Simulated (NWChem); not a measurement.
# Ionisation of Ga (-1)

```xyz
1

Ga     0.0000     0.0000     0.0000
```
Charge -1, spin multiplicity 3.

All runs are NWChem calculations.

Basis set: def2-TZVPD. −ε marks an orbital energy of the parent.

The Hamiltonian is non-relativistic. B3LYP has NWChem's definition, with VWN1-RPA local correlation. The stability of the SCF solutions was not checked. Open-shell Hartree-Fock references start from PBE0 orbitals.

One of these methods gave a first vertical ionisation energy of -1.46 eV. Which?
A) −ε(alpha HOMO) of BHandHLYP
B) −ε(alpha HOMO) of PBE
C) −ε(alpha HOMO) of HF
D) −ε(alpha HOMO) of B3LYP

A, −ε(alpha HOMO) of BHandHLYP. The others give -2.26 (−ε(alpha HOMO) of B3LYP), -2.71 (−ε(alpha HOMO) of PBE), -0.01 (−ε(alpha HOMO) of HF).
